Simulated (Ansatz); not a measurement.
Species: sum formula AlBr2Cl, net charge 0, singlet state. SMILES: [Br][Al]([Cl])[Br]
Structure (B3LYP-D3(BJ)/def2-TZVP (Ansatz, a program for electronic structure) minimum search):
```
Al
Cl 1 2.0797
Br 1 2.2363 2 119.81
Br 1 2.2363 2 119.81 3 -180.00
```
Charge 0, spin multiplicity 1.

Quantity: atomisation energy (electronic, to ground-state atoms), in eV. Correlated levels leave the core frozen unless marked. UHF or UKS for open shells. No spin-orbit coupling. The frozen core is the preceding noble-gas configuration, with the filled d and f shells of earlier blocks. Non-relativistic. The coupled-cluster limit lacks core correlation, which all-electron functionals hold. CBS marks a two-point X^-3 extrapolation of the correlation energy; Hartree-Fock from the larger set.

| level | program | atomisation energy (eV) |
|---|---|---|
| B97M-V/def2-TZVPD | Ansatz | 12.39 |

Q: What does CCSD(T)/CBS(def2-TZVPPD,def2-QZVPPD) (Ansatz) give?

A: 12.37 eV
